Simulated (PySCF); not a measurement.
**Electric field gradients and quadrupole coupling constants**

Compound: C5H5F4OPSi.
Geometry (GFN2-xTB, Å), atoms numbered from 1 in this order:
```xyz
17
C5H5F4OPSi angstrom
O     -3.522   -0.972    0.274
P     -2.329   -0.693   -0.518
C     -1.527    0.926   -0.371
C     -0.237    0.747   -0.052
C      0.700    1.894    0.194
F      1.838    1.785   -0.511
F      0.161    3.075   -0.135
F      1.062    1.984    1.483
C      0.257   -0.623    0.088
Si     2.057   -1.104    0.465
C     -0.741   -1.500   -0.101
F     -0.608   -2.822   -0.063
H     -2.461   -0.900   -1.890
H     -2.008    1.881   -0.494
H      2.524   -0.281    1.575
H      2.801   -0.866   -0.771
H      2.025   -2.519    0.818
```

Field gradients from the PBE0/pcSseg-1 density (PySCF, non-relativistic), principal values in atomic units, ordered |Vxx| ≤ |Vyy| ≤ |Vzz|:

```csv
atom,Vxx,Vyy,Vzz
O1,-0.3442,-0.5510,0.8953
```

Problem. Find the asymmetry η = (Vxx − Vyy)/Vzz and the couplings χ = eQV/h (234.96 MHz × Q in barn × V in au), with Q(17O) = −0.0256 b.

Solution. 
```json
{"atom": "O1", "environment": "phosphoryl oxygen", "nucleus": "17O", "η": "0.23", "χzz (MHz)": "-5.39", "χxx (MHz)": "2.07", "χyy (MHz)": "3.31"}
```

The tensor is traceless: Vxx + Vyy + Vzz = 0.

Problem. What is Vzz at O1 in SI units (1 au = 9.71736 × 10²¹ V/m²)?

Solution. 0.8953 au = 8.700 × 10²¹ V/m².

Were the hydrogens deuterons (Q(2H) = 0.00286 b), χzz would run from 109 kHz (H16, H15 and H17) to 224 kHz (H14).

Isolated species at its GFN2-xTB geometry, gas phase. GFN2-xTB bond lengths can be off by several hundredths of an ångström, more for odd bonds, and the gradients follow them. The small basis limits the accuracy of the gradients.
